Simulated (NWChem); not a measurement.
System: K cation

The following NWChem deck was run.

```
start job
memory heap 200 mb stack 900 mb global 1100 mb
charge 1
geometry units angstroms noautoz
  K      0.000000     0.000000     0.000000
end
basis spherical
  K library 6-31+g*
end
dft
  xc xpbe96 cpbe96
  iterations 150
  mulliken
end
task dft energy
```

Excerpt of the output:

```
             Northwest Computational Chemistry Package (NWChem) 7.3.0
             --------------------------------------------------------

                             Geometry "geometry" -> ""
                             -------------------------

 Output coordinates in angstroms (scale by  1.889725989 to convert to a.u.)

  No.       Tag          Charge          X              Y              Z
 ---- ---------------- ---------- -------------- -------------- --------------
    1 K                   19.0000     0.00000000     0.00000000     0.00000000

 Effective nuclear repulsion energy (a.u.)       0.0000000000

  pbe96 is a nonlocal functional; adding pw91lda local functional.

                                 NWChem DFT Module
                                 -----------------

 Summary of "ao basis" -> "ao basis" (spherical)
 ------------------------------------------------------------------------------
       Tag                 Description            Shells   Functions and Types
 ---------------- ------------------------------  ------  ---------------------
 K                          6-31+g*                 12       26   6s5p1d

            General Information
            -------------------
          SCF calculation type: DFT
          Wavefunction type:  closed shell.
          No. of atoms     :     1
          No. of electrons :    18
           Alpha electrons :     9
            Beta electrons :     9
          Charge           :     1
          Spin multiplicity:     1
          Use of symmetry is: off; symmetry adaption is: off
          Maximum number of iterations: 150
          AO basis - number of functions:    26
                     number of shells:    12
          Convergence on energy requested:  1.00D-06
          Convergence on density requested:  1.00D-05
          Convergence on gradient requested:  5.00D-04

              XC Information
              --------------
          PerdewBurkeErnzerhof Exchange Functional  1.000
            Perdew 1991 LDA Correlation Functional  1.000 local
           PerdewBurkeErnz. Correlation Functional  1.000 non-local

             Grid Information
             ----------------
          Grid used for XC integration:  medium
          Radial quadrature: Mura-Knowles
          Angular quadrature: Lebedev.
          Tag              B.-S. Rad. Rad. Pts. Rad. Cut. Ang. Pts.
          ---              ---------- --------- --------- ---------
          K                   2.20      112          23.0       590
          Grid pruning is: on
          Number of quadrature shells:   112
          Spatial weights used:  Erf1

      Superposition of Atomic Density Guess
      -------------------------------------

 Sum of atomic energies:        -599.11897021

 Renormalizing density from      19.00 to     18

      Non-variational initial energy
      ------------------------------

 Total energy =    -578.747755
 1-e energy   =    -780.387616
 2-e energy   =     201.639862
 HOMO         =      -1.641918
 LUMO         =      -0.289283

     ---------------------------------------------
      Total Density - Mulliken Population Analysis
     ---------------------------------------------

    Atom       Charge   Shell Charges
 -----------   ------   -------------------------------------------------------
    1 K   19    18.00   2.00  2.00  6.00  2.00  6.07 -0.02 -0.10  0.02  0.03 -0.00 -0.00  0.00

   convergence    iter        energy       DeltaE   RMS-Dens  Diis-err
 ---------------- ----- ----------------- --------- --------- ---------
 d= 0,ls=0.0,diis     1   -599.4772652144 -5.99D+02  2.34D-02  9.05D-02
 d= 0,ls=0.0,diis     2   -599.4908521362 -1.36D-02  1.92D-03  4.55D-04
 d= 0,ls=0.0,diis     3   -599.4909577848 -1.06D-04  7.51D-05  6.98D-07
 d= 0,ls=0.0,diis     4   -599.4909579527 -1.68D-07  2.10D-07  6.74D-12

         Total DFT energy =     -599.490957952655
      One electron energy =     -819.550731627050
           Coulomb energy =      253.151187505214
    Exchange-Corr. energy =      -33.091413830820
 Nuclear repulsion energy =        0.000000000000

 Numeric. integr. density =       18.000000000014

                       DFT Final Molecular Orbital Analysis
                       ------------------------------------

 Vector    7  Occ=2.000000D+00  E=-9.232824D-01
              MO Center=  2.2D-14, -1.6D-13,  9.8D-14, r^2= 6.8D-01
   Bfn.  Coefficient  Atom+Function         Bfn.  Coefficient  Atom+Function
  ----- ------------  ---------------      ----- ------------  ---------------
     9      0.914611  1 K  pz                 8     -0.504721  1 K  py
     5     -0.281302  1 K  pz                 4      0.155234  1 K  py
     7     -0.074881  1 K  px

 Vector    8  Occ=2.000000D+00  E=-9.232824D-01
              MO Center=  2.3D-16, -5.7D-16,  8.7D-16, r^2= 6.8D-01
   Bfn.  Coefficient  Atom+Function         Bfn.  Coefficient  Atom+Function
  ----- ------------  ---------------      ----- ------------  ---------------
     8      0.914848  1 K  py                 9      0.508189  1 K  pz
     4     -0.281375  1 K  py                 5     -0.156301  1 K  pz
     7      0.040764  1 K  px

 Vector    9  Occ=2.000000D+00  E=-9.232824D-01
              MO Center= -1.6D-16, -1.8D-16,  4.5D-16, r^2= 6.8D-01
   Bfn.  Coefficient  Atom+Function         Bfn.  Coefficient  Atom+Function
  ----- ------------  ---------------      ----- ------------  ---------------
     7      1.043837  1 K  px                 3     -0.321047  1 K  px
     8     -0.071933  1 K  py                 9      0.045765  1 K  pz

 Vector   10  Occ=0.000000D+00  E=-2.160389D-01
              MO Center=  1.9D-14, -3.8D-15,  6.1D-14, r^2= 6.3D+00
   Bfn.  Coefficient  Atom+Function         Bfn.  Coefficient  Atom+Function
  ----- ------------  ---------------      ----- ------------  ---------------
    10      1.171327  1 K  s                 14     -0.209590  1 K  s
     6      0.189544  1 K  s                  2      0.103219  1 K  s
    18      0.059205  1 K  s

 Vector   11  Occ=0.000000D+00  E=-1.282075D-01
              MO Center= -3.8D-14,  1.7D-14, -3.2D-14, r^2= 1.0D+01
   Bfn.  Coefficient  Atom+Function         Bfn.  Coefficient  Atom+Function
  ----- ------------  ---------------      ----- ------------  ---------------
    11      0.705652  1 K  px                13      0.594476  1 K  pz
    12     -0.328886  1 K  py                 7     -0.179763  1 K  px
     9     -0.151442  1 K  pz                 8      0.083783  1 K  py
    19      0.047471  1 K  px                 3      0.042637  1 K  px
    21      0.039992  1 K  pz                 5      0.035919  1 K  pz

 Vector   12  Occ=0.000000D+00  E=-1.282075D-01
              MO Center= -3.3D-15, -2.3D-14, -1.4D-14, r^2= 1.0D+01
   Bfn.  Coefficient  Atom+Function         Bfn.  Coefficient  Atom+Function
  ----- ------------  ---------------      ----- ------------  ---------------
    12      0.863504  1 K  py                13      0.462282  1 K  pz
     8     -0.219976  1 K  py                 9     -0.117765  1 K  pz
    20      0.058090  1 K  py                 4      0.052174  1 K  py
    21      0.031099  1 K  pz                16      0.028344  1 K  py
     5      0.027932  1 K  pz

     ---------------------------------------------
      Total Density - Mulliken Population Analysis
     ---------------------------------------------

    Atom       Charge   Shell Charges
 -----------   ------   -------------------------------------------------------
    1 K   19    18.00   2.00  2.00  6.00  2.00  6.01 -0.00 -0.01  0.00  0.00 -0.00 -0.00  0.00

     -------------------------------------------
      Total Density - Lowdin Population Analysis
     -------------------------------------------

    Atom       Charge   Shell Charges
 -----------   ------   -------------------------------------------------------
    1 K   19    18.00   2.00  2.00  6.00  1.96  5.91  0.01  0.09  0.03  0.00  0.00  0.00  0.00
```

Level: PBE/6-31+G* (spherical d).
